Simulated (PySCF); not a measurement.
# Two-component Hartree-Fock for Sc (scandium, neutral)

Start: [Ar] 3d1 4s2; 3d3/2 filled at m_j = +3/2. Calculated with PySCF 2.14 in x2c-TZVPall-2c: generalised Hartree-Fock with the X2C-1e Hamiltonian and a Gaussian nucleus; one run each with spin-orbit coupling (SO) switched off, then screened by Boettger's factors.

```tsv
spinor shell	electrons	ε, spin-free (eV)	ε, screened SO (eV)	weight of nominal j (screened SO)	rms radius, screened SO (bohr)
1s1/2	2	-4539.4	-4539.3	1.000	0.0844
2s1/2	2	-524.06	-524.04	1.000	0.370
2p1/2	2	-426.72	-430.06	1.000	0.338
2p3/2	4	-426.72	-425.05	1.000	0.341
3s1/2	2	-70.498	-70.489	1.000	1.15
3p1/2	2	-42.836	-43.840	0.846	1.27
3p3/2	4	-42.836	-42.325	0.923	1.27
3d3/2	1	-9.184	-9.202	0.992	1.93
4s1/2	2	-5.763	-5.762	0.995	4.22
```

```csv
quantity,spin-free,screened SO
E (hartree),-763.27292,-763.27804
M_J,3/2,3/2
⟨J²⟩,3.858,3.798
⟨L²⟩,6.040,6.040
⟨S²⟩,0.769,0.769
```

Each row is a mean over spinors that exchange with the open shell spreads, by up to 3.651 eV (3p1/2).

Rows whose weight is well below 1 are mixtures of j = l ± 1/2: exchange outweighs spin-orbit coupling there, and the label is only the starting occupation.

Without spin-orbit coupling the j labels of p, d and f shells carry no meaning; the spin-free column gives the mean over the occupied spinors of each nl shell, and its ⟨J²⟩ belongs to a mixture of degenerate components.
